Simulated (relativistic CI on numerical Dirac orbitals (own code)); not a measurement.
# Rh XXIII: q coefficients and field-shift factors

Method of calculation: Dirac-Coulomb-Breit CI, KLI orbitals optimised for each configuration, derivatives by finite differences, unscaled Slater integrals, QED left out (own radial code, finite nucleus).

CI space (outside the closed core [Ne]): 3s2 3p6 3d5, 3s2 3p5 3d6, 3s2 3p4 3d7, 3s 3p6 3d6, 3p6 3d7, 3s 3p5 3d7, 3s2 3p6 3d4 4s, 3s2 3p6 3d3 4s2. Levels of other configurations are missing.

With x = (α/α₀)² − 1 an excitation energy changes as ω = ω₀ + qx; K = 2q/ω₀ is the relative enhancement. Terms are leading LS components, so labels can repeat. The field-shift factor is F = δν/δ⟨r²⟩ for the transition from the lowest level.

Lowest level 3s2 3p6 3d5 6S_5/2.

```csv
Level,ω₀ (cm⁻¹),q (cm⁻¹),F (GHz/fm²)
3s2 3p6 3d5 4G_5/2,90688.9,-37900,-0.119
3s2 3p6 3d5 4G_7/2,113050.1,-5900,0.108
3s2 3p6 3d5 4P_3/2,114333.9,-7544,0.0487
3s2 3p6 3d5 4G_11/2,116417.2,472.1,0.167
3s2 3p6 3d5 4G_5/2,117744.9,6776,0.16
3s2 3p6 3d5 4G_9/2,121357.5,8777,0.212
3s2 3p6 3d5 4P_1/2,126134.9,6613,0.14
3s2 3p6 3d5 4D_7/2,144641.5,19210,0.243
3s2 3p6 3d5 4D_5/2,152358.0,12040,0.215
3s2 3p6 3d5 4D_1/2,160891.0,36410,0.339
3s2 3p6 3d5 4D_3/2,164207.0,35760,0.351
3s2 3p6 3d5 2I_11/2,168659.3,11660,0.327
3s2 3p6 3d5 2F_7/2,176956.8,-3465,0.14
3s2 3p6 3d5 2D_3/2,179137.1,13620,0.269
3s2 3p6 3d5 2I_13/2,182436.2,24360,0.423
3s2 3p6 3d5 2G_9/2,184117.1,6438,0.259
3s2 3p6 3d5 2F_5/2,185154.8,38380,0.412
3s2 3p6 3d5 4F_5/2,204387.2,39560,0.427
3s2 3p6 3d5 2H_9/2,209885.3,26550,0.437
3s2 3p6 3d5 2F_7/2,218396.1,39800,0.479
3s2 3p6 3d5 4F_3/2,223539.7,51460,0.498
3s2 3p6 3d5 2G_7/2,226984.6,47800,0.483
3s2 3p6 3d5 2F_5/2,230066.9,31020,0.426
```

At this charge energies of transitions that change n are usually good to better than 1 %, and those within a shell (Δn = 0) to a few per cent. Terms inside the open d or f shell come out 10 to 20 % too wide with unscaled integrals.

(1) Which transition from the lowest level has the largest |K|?

## Answers

(1) 3s2 3p6 3d5 4G_5/2 at 90688.9 cm⁻¹, K = -0.836.
